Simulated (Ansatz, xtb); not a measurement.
## C4H9GeN: which of two isomers lies lower

Structure X is `[CH3][GeH2][CH2]CC#N`, a singlet and structure Y is `C[CH](C)[GeH2][C]#N`, a singlet. Both are isolated molecules in the gas phase, relaxed with B3LYP/def2-SVP, each in the lowest conformer that the search found.

X (Å):

```xyz
15

C    -0.7691    2.9202   -1.8368
C     0.9862    0.1378   -1.6996
C     0.2763   -0.7452   -0.6535
C    -0.4310    0.0136    0.3834
Ge   -0.1900    1.3094   -2.8020
N    -0.9869    0.6375    1.1865
H    -1.4290    3.5252   -2.4767
H    -1.3109    2.6477   -0.9197
H     0.1038    3.5308   -1.5602
H    -1.4131    0.4679   -3.2450
H     0.6136    1.7030   -4.0646
H     1.5294   -0.5232   -2.3938
H     1.7443    0.7694   -1.2085
H    -0.4572   -1.4110   -1.1398
H     1.0009   -1.4053   -0.1451
```

Y (Å):

```
atom    x (Å)    y (Å)    z (Å)
   C  -2.0802   1.0595  -0.3895
   C  -0.7115   0.8884   0.2826
   C  -0.4084  -0.5745   0.6324
   C   0.7880   0.6942  -2.5022
  Ge   0.7327   1.6757  -0.8216
   N   0.7834   0.0807  -3.4885
   H  -2.1313   0.5128  -1.3457
   H  -2.8804   0.6622   0.2584
   H  -2.3154   2.1162  -0.5946
   H  -0.6934   1.4878   1.2112
   H  -1.1952  -0.9853   1.2881
   H  -0.3720  -1.2061  -0.2707
   H   0.5528  -0.6872   1.1592
   H   2.1286   1.5151  -0.1919
   H   0.4698   3.1453  -1.1985
```

Quicker runs give these differences E(Y) − E(X): GFN2-xTB +0.147 eV; HF/STO-3G −0.435 eV (at GFN2-xTB geometries); r2SCAN-D4/def2-SVP −0.043 eV (at GFN2-xTB geometries).

Problem. Estimate E(Y) − E(X) at the level CCSD(T)/def2-SVP + ΔMP2/def2-TZVPP.

Solution. Calculated at CCSD(T)/def2-SVP + ΔMP2/def2-TZVPP: E(Y) − E(X) = −0.123 eV, so structure Y lies lower.

How the difference moves with the method:

```json
{"level": "GFN2-xTB", "geometry": "GFN2-xTB", "E(Y) − E(X) (eV)": "+0.147", "departure from the last row (eV)": "+0.270", "job, with rough time for the two": "optimisation, 0.15 s"}
{"level": "HF/STO-3G", "geometry": "GFN2-xTB", "E(Y) − E(X) (eV)": "−0.435", "departure from the last row (eV)": "−0.312", "job, with rough time for the two": "single point, 0.44 s"}
{"level": "r2SCAN-D4/def2-SVP", "geometry": "GFN2-xTB", "E(Y) − E(X) (eV)": "−0.043", "departure from the last row (eV)": "+0.079", "job, with rough time for the two": "single point, 4 s"}
{"level": "B3LYP/def2-SVP", "geometry": "B3LYP/def2-SVP", "E(Y) − E(X) (eV)": "−0.038", "departure from the last row (eV)": "+0.085", "job, with rough time for the two": "optimisation, 54 s"}
{"level": "HF/def2-SVP", "geometry": "B3LYP/def2-SVP", "E(Y) − E(X) (eV)": "−0.085", "departure from the last row (eV)": "+0.037", "job, with rough time for the two": "part of the CCSD(T) run"}
{"level": "MP2/def2-SVP", "geometry": "B3LYP/def2-SVP", "E(Y) − E(X) (eV)": "−0.146", "departure from the last row (eV)": "−0.023", "job, with rough time for the two": "part of the CCSD(T) run"}
{"level": "CCSD(T)/def2-SVP", "geometry": "B3LYP/def2-SVP", "E(Y) − E(X) (eV)": "−0.151", "departure from the last row (eV)": "−0.028", "job, with rough time for the two": "single point"}
{"level": "CCSD(T)/def2-SVP + ΔMP2/def2-TZVPP", "geometry": "B3LYP/def2-SVP", "E(Y) − E(X) (eV)": "−0.123", "departure from the last row (eV)": "", "job, with rough time for the two": "single point, 84 s"}
```

As drawn, both hold the same kinds of bond in the same numbers. Structure X has 1 methyl group, Y 2.

GFN2-xTB puts the two in the other order. The largest departure from CCSD(T)/def2-SVP + ΔMP2/def2-TZVPP is that of HF/STO-3G, 0.312 eV. The last row adds to CCSD(T) the change of the MP2 difference between the two basis sets, here +0.028 eV.

With thermal terms from frequencies at re-optimised GFN2-xTB minima (ideal gas, soft modes damped towards free rotors, one conformer each, 298.15 K, 1 atm): the zero-point term adds +0.033 eV; ΔH is −0.087 and ΔG −0.082 eV.

The correlated steps freeze 14 core orbitals; the filled d shell of Ge is correlated, in a basis made for valence electrons. Codes used: Ansatz 0.2.0, xtb 6.7.1; the last row on 4 threads of Arm Neoverse V1 on a shared host.
